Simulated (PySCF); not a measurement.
CH8N2OSi2.
SMILES with atom numbers: `[NH2:1][C:2](=[O:3])[SiH2:4][NH:5][SiH3:6]` (hydrogens: H7, H8 on N1; H9, H10 on Si4; H11 on N5; H12, H13, H14 on Si6)

Structure used (PBE0-D3(BJ)/def2-SVP), in Å, numbered top down from 1:
```
atom  x, y, z in Å
N1     3.0133    0.1411   -0.0210
C2     1.7009    0.1131   -0.3433
O3     1.3018    0.2073   -1.4939
Si4    0.3609   -0.0826    1.0418
N5    -1.0709   -0.0208    0.0883
Si6   -2.7645   -0.0972    0.4622
H7     3.6984    0.2562   -0.7607
H8     3.3330    0.0803    0.9352
H9     0.5004    1.0176    2.0501
H10    0.5560   -1.3683    1.7849
H11   -0.7982    0.1180   -0.8900
H12   -3.0681   -1.2906    1.3130
H13   -3.2481    1.1057    1.2131
H14   -3.5207   -0.1947   -0.8208
```

Linear response at PBE0/def2-SVPD (PySCF, frozen core in the response, non-relativistic). One conformer (not necessarily the lowest) at the PBE0-D3(BJ)/def2-SVP geometry, without solvent, vibrations or thermal averaging.

Static isotropic polarisability: 87.82 au (13.01 Å³), principal values 69.2, 85.8, 108.4 au.

What is the polarisability at 1064 nm and at the sodium D line?

88.72 au at 1064 nm (+1.0 %), 90.88 au at 589.3 nm (+3.5 %). The rise at 589.3 nm is 3.38 times that at 1064 nm; a pure ω² law gives 3.26. The lowest singlet lies at 249 nm, shorter than both wavelengths.

What is the isotropic C6 coefficient between two such molecules, C6 = (3/π)∫α(iω)² dω?

2825 au (Eh·bohr⁶) by a ten-point quadrature over imaginary frequencies, which is 1690 eV·Å⁶ or 163 J·nm⁶/mol.

Which effective excitation energy ω̄ makes London's formula C6 = (3/4)α²ω̄ exact here?

ω̄ = 4·C6/(3α²) = 0.488 Eh = 13.3 eV. A one-pole form α(ω) = α/(1 − ω²/ω̄²) fitted to the 1064 nm value gives 11.5 eV. London's choice of the ionisation energy (9.16 eV, ΔSCF at the same level) gives C6 = 1950 au, 31 % too low.

How anisotropic is the static polarisability, by Δα² = ½[(α1 − α2)² + (α2 − α3)² + (α3 − α1)²]?

Δα = 34.1 au, or 0.39 of the isotropic value.

What three-body coefficient follows from the one-pole estimate C9 = (3/4)·α·C6?

186000 au. This is an estimate from the two numbers above, not a computed integral.

What n − 1 at the D line would an ideal gas of it have at 273.15 K and 1 atm (2.6868 × 10¹⁹ cm⁻³), by n − 1 = 2π·N·α′?

22.73 × 10⁻⁴, a formal value whether or not that pressure can be reached.

The lowest 10 singlets have (eV, f): 4.97, 0.002; 5.90, 0.012; 5.93, 0.003; 6.23, 0.029; 6.72, 0.062; 6.74, 0.003; 6.83, 0.000; 7.08, 0.013; 7.12, 0.080; 7.28, 0.155. What share of the static polarisability do they carry in the sum over states α = Σ f/ω²?

5.51 au, 6.3 % of α; the largest term, 2.17 au, is that of the state at 7.28 eV. Their oscillator strengths add up to 0.36. Higher states carry the rest.
